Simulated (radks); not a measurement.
Task: La, 57 electrons, occupied as [Xe] 5d(up 0.5, down 0.5) 6s(up 1, down 1) (fractional occupations, a model configuration). Method: scalar-relativistic Kohn-Sham, LDA (Slater exchange, Perdew-Wang correlation), spin-polarised, spherical densities, finite nucleus; Fermi nuclear charge, rms radius 4.855 fm; computed with a radial shooting solver on a logarithmic mesh with Libxc functionals. Some entries of the table are withheld. Estimate them.

orbital,occ.,eigenvalue (hartree),<r> (bohr),<1/r> (bohr^-1)
1s,2,-1422.490,0.02509,61.95
2s,2,-226.4923,0.1075,(1)
2p,6,-203.1165,0.09428,13.55
3s,2,-48.42756,0.2856,(2)
3p,6,-40.96012,0.2835,(3)
3d,10,-30.19657,0.2601,4.645
4s,2,-9.76641,0.6546,2.153
4p,6,-7.33545,0.6936,(4)
4d,10,-3.81575,0.7681,1.725
5s,2,-1.43572,1.554,0.8541
5p,6,-0.82610,1.804,0.7274
6s,2,-0.14012,4.375,0.2882
5d,1,-0.11776,(5),0.4409

Result: 
(1) 2s <1/r> (bohr^-1): 14.26
(2) 3s <1/r> (bohr^-1): 5.163
(3) 3p <1/r> (bohr^-1): 4.896
(4) 4p <1/r> (bohr^-1): 1.985
(5) 5d <r> (bohr): 2.996
